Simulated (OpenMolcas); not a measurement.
Pr³⁺: effect of the basis set

```json
{
  "Program": "OpenMolcas",
  "Method": "CASSCF",
  "Active space": "2 electrons in 14 orbitals (4f 5f)",
  "State averaging": "2S+1 = 3 even, 21 roots; 2S+1 = 1 even, 27 roots",
  "Spin-orbit coupling": "RASSI with atomic mean-field integrals over the reference wave functions, term energies averaged over their components"
}
```

A. ANO-R2 [8s6p3d3f1g], X2C, finite nucleus; cost of the order of 16 core-seconds
B. ANO-RCC-VTZP [8s7p5d3f2g1h], DKH2, point nucleus; cost about 26 core-seconds
C. ANO-RCC-VQZP [9s8p6d4f3g2h], DKH2, point nucleus; cost roughly 50 core-seconds

Energies in cm-1 above 4f2 3H4, the measured ground level; measured values from Martin, Zalubas and Hagan, Atomic Energy Levels: The Rare-Earth Elements, NSRDS-NBS 60 (1978).

```csv
Level,A,B,C,Measured
4f2 3H4,0.0,0.0,0.0,0.0
4f2 3H5,2306,2292,2296,2152
4f2 3H6,4736,4709,4716,4389
4f2 3F2,6731,6705,6694,4997
4f2 1G4 [52 %],8190,8153,8143,
4f2 3F3,8199,8164,8156,6415
4f2 3F4 [53 %],11286,11231,11226,
4f2 1D2,23069,22976,22931,17334
4f2 1I6,27545,27434,27379,22212
4f2 3P0,29074,28959,28909,21390
4f2 3P1,29473,29355,29306,22007
4f2 3P2,30666,30540,30493,23161
```

Deviations, from unrounded energies. A percentage is the sum of absolute deviations over the sum of measured energies, with the sign that they share, or ± where signs differ.

```json
{"Against measurement": "mean absolute deviation (cm-1)", "Levels": "9", "A": "4200", "B": "4100", "C": "4100"}
{"Against measurement": "fine structure of the ground term (%)", "Levels": "2", "A": "+7.7", "B": "+7.0", "C": "+7.2"}
{"Against measurement": "other terms of the ground configuration (%)", "Levels": "7", "A": "+31.7", "B": "+31.2", "C": "+30.9"}
```

A, B, C lie about equally close to measurement. The largest miss of C in the table is 4f2 3P0, by +7500 cm-1. The ranking rests on the paired levels alone, and a cruder setting can come out closer through cancelling errors.

Among A to C the level of the table that moves most is 4f2 3P2, by 170 cm-1 (lowest in C, highest in A).

Without dynamic correlation excited terms often stand tens of per cent too high (terms of higher spin than the ground term too low), and those without a measured partner can miss by more than the paired ones. Active for correlation alone: 5f; no level in the range computed is led by a configuration that fills it, so any true level of that kind is missing. Some levels mix across a computed gap that differs much from the measured one, so their mixing is not that of the real levels (holds for A). Computed and measured levels are paired by configuration, term and J; levels that our copy of the source lacks, or whose pairing is in doubt (as where it misses far off the trend of its configuration), stay unpaired and out of the deviations. Only configurations of the active space appear.

A share in square brackets marks a mixed level and gives the weight of the term that names it, the lowest over the columns.
